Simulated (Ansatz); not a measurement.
Ansatz (a quantum-chemistry and plane-wave program) input (B3LYP/6-31+G*): The .json file is the Basis Set Exchange's 6-31+G*.

Ansatz 0.2 input:
```yaml
crystal:
  periodic: [false, false, false]
  atoms:
    - {symbol: F, position_ang: [1.36554000, -0.93832800, 0.27872000]}
    - {symbol: B, position_ang: [0.44923500, 0.06271900, 0.14064800]}
    - {symbol: F, position_ang: [1.07280900, 1.27282200, 0.22770500]}
    - {symbol: Si, position_ang: [-1.44899700, -0.20186000, -0.43470000]}
    - {symbol: H, position_ang: [-1.80048000, -1.39861600, 0.43889300]}
    - {symbol: H, position_ang: [-2.10487300, 0.90062000, 0.38584600]}
basis:
  gaussian:
    orbitals: 6-31+G_.json
hamiltonian:
  xc: {name: B3LYP}
total_charge: -1
output: {forces: true}
```

Output:

```
Functional definition: B3LYP
integrals: 0.03 GiB planned
720 factors; integrals over basis functions are off by at most 9.3e-4 eV
mean field: 0.27 GiB planned
mean field evaluation 1: about -14022.3494 eV, gradient 2.2e1 eV
mean field evaluation 2: about -14020.6069 eV, gradient 3.5e1 eV
mean field evaluation 4: about -14024.1026 eV, gradient 1.4e0 eV
mean field evaluation 8: about -14024.2079 eV, gradient 1.3e-1 eV
mean field evaluation 16: about -14024.2079 eV, gradient 7.0e-5 eV
mean field -14024.20794353 eV, -515.3801359751 hartree, gradient 7.0e-5 eV, S^2 0.000000; 0 other end points of the search recorded, 0 dependent functions left out
the calculation of the forces begins
reference -14024.20820555 eV, -515.3801456042 hartree; 20, 20 occupied and 64, 64 virtual orbitals, 720 factors
Total energy: -14024.20820555 eV, -515.3801456042 hartree
Atom 0 at     1.365540    -0.938328     0.278720 Å, force     0.219695    -0.256577     0.031440 eV/Å
Atom 1 at     0.449235     0.062719     0.140648 Å, force    -0.211986    -0.028992    -0.040188 eV/Å
Atom 2 at     1.072809     1.272822     0.227705 Å, force     0.145212     0.306038     0.018460 eV/Å
Atom 3 at    -1.448997    -0.201860    -0.434700 Å, force    -0.025960    -0.005280    -0.079875 eV/Å
Atom 4 at    -1.800480    -1.398616     0.438893 Å, force    -0.052292    -0.092107     0.037032 eV/Å
Atom 5 at    -2.104873     0.900620     0.385846 Å, force    -0.074669     0.076918     0.033132 eV/Å
Dipole moment:     0.770013     0.108640     0.290344 e Å
```

The dipole moment of an ion depends on the origin.

The geometry given is a B3LYP-D3(BJ)/def2-TZVP minimum.
